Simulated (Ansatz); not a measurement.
`C[SiH](Cl)CF` → `FCC[SiH2]Cl`  (isomerisation)

Isolated molecules relaxed with PBE0-D4/def2-TZVP in Ansatz; ΔE leaves out vibrations. CBS: MP2 limit from def2 TZ/QZ plus the TZ coupled-cluster correction, frozen cores. Functionals use def2-TZVPP. B3LYP here is the variant with VWN-RPA as its local correlation; programs differ in this. One conformer a species, not always the lowest.

```
             level  ΔE (kJ/mol)  difference from CCSD(T)/CBS
            PBE-D4         25.5                          3.6
         r2SCAN-D4         25.6                          3.7
           PBE0-D4         23.2                          1.3
          B3LYP-D4         24.6                          2.7
           ωB97X-V         21.3                         -0.6
           ωB97M-V         23.9                          2.0
            B2PLYP         23.3                          1.4
               PBE         25.7                          3.8
            r2SCAN         25.6                          3.7
              PBE0         23.4                          1.5
             B3LYP         25.0                          3.1
     HF/def2-TZVPP         17.1                         -4.8
    MP2/def2-TZVPP         20.6                         -1.3
SCS-MP2/def2-TZVPP         19.0                         -2.9
   CCSD/def2-TZVPP         19.5                         -2.4
CCSD(T)/def2-TZVPP         19.8                         -2.1
     HF/def2-QZVPP         17.3                         -4.6
    MP2/def2-QZVPP         21.9                          0.0
SCS-MP2/def2-QZVPP         20.4                         -1.5
      HF/CBS(def2)         17.3                         -4.6
     MP2/CBS(def2)         22.7                          0.8
    CCSD/CBS(def2)         21.6                         -0.3
       CCSD(T)/CBS         21.9                            0
```

Largest T1 diagnostic among the species: 0.010.
